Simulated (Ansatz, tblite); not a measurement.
Forces on the cluster Cs4H5⁻ at its r2SCAN-D4/def2-TZVPD geometry. Charge -1, multiplicity 1.

In the def2 sets Cs takes a core potential; there is no spin–orbit coupling. The xTB rows come from tblite. The structure comes from a short search, and lower isomers may exist.

GFN1-xTB (tblite), largest force 0.22 eV/Å:

```xyz
9
positions Å, forces eV/Å
Cs    1.673    2.276   -0.425   -0.124   -0.179   -0.037
Cs   -1.131   -1.190    2.407    0.090    0.093   -0.155
Cs   -2.553    0.059   -1.223    0.172    0.050    0.120
Cs    2.262   -1.779   -0.298   -0.173    0.117    0.009
H     3.467    0.363   -1.723   -0.113    0.011    0.065
H     1.417    0.154    1.767   -0.013    0.036    0.057
H    -0.664   -2.190   -0.334    0.015   -0.022   -0.058
H    -0.898    2.355   -1.692    0.039   -0.105    0.075
H    -3.573   -0.049    1.519    0.108   -0.002   -0.075
```

GFN2-xTB (tblite), largest force 0.39 eV/Å:

```
Cs -0.098 -0.173 -0.178
Cs -0.156 0.180 -0.297
Cs 0.101 0.155 0.179
Cs -0.062 0.370 -0.093
H -0.070 -0.128 0.030
H -0.111 -0.075 0.241
H 0.212 -0.157 -0.066
H 0.059 -0.152 0.112
H 0.125 -0.019 0.072
```

PBE0-D4/def2-TZVPD (Ansatz), largest force 0.06 eV/Å:

```
Cs -0.032 -0.036 -0.013
Cs 0.001 0.029 -0.040
Cs 0.036 0.017 0.024
Cs -0.026 0.037 -0.007
H -0.043 -0.011 0.046
H -0.020 -0.024 -0.047
H 0.013 0.050 0.030
H 0.015 -0.039 0.029
H 0.056 -0.023 -0.023
```
